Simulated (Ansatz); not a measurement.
This geometry of BF2HO + H2S (8 atoms, charge 0, multiplicity 1) is a first-order saddle point.

Method: Ansatz, UKS PBE-D4/def2-SVP.

```xyz
8
Properties=species:S:1:pos:R:3
B -0.529 0.405 -0.236
O 0.973 0.448 -0.533
F -1.252 0.119 -1.350
F -0.934 1.435 0.537
H 0.921 -0.669 0.112
S -0.305 -1.365 0.905
H 1.126 0.332 -1.493
H 0.000 -0.705 2.057
```

(1) Which two structures does it join? (They come from a converged band through this point; their orientation in space is the band's.)

(2) How far does it lie above each of them?

Answers

(1) Bonds broken: H5–S6. Bonds formed: B1–S6, O2–H5. BF2HO + H2S becomes BF2H3OS.

Image 0:

```xyz
8
Properties=species:S:1:pos:R:3
B -0.488 0.804 -0.567
O 0.806 0.847 -0.979
F -1.470 0.306 -1.327
F -0.812 1.374 0.598
H 1.311 -1.206 1.030
S 0.089 -1.789 1.168
H 0.918 0.406 -1.840
H -0.354 -0.743 1.917
```

Image 8:

```xyz
8
Properties=species:S:1:pos:R:3
B -0.630 0.253 -0.072
O 1.082 0.425 -0.559
F -1.208 0.090 -1.299
F -0.880 1.411 0.577
H 1.380 -0.447 -0.199
S -0.552 -1.346 0.961
H 1.069 0.322 -1.534
H -0.260 -0.707 2.126
```

(2) 0.82 eV above the first and 0.35 eV above the second. This is the barrier of this one path; another mechanism may lie lower. The orbitals were unrestricted but ended closed-shell.

Run time: 66 s on 2 threads of AMD EPYC 9R45 96-Core Processor (Zen 5), with other jobs on the host, peak memory 0.17 GiB.
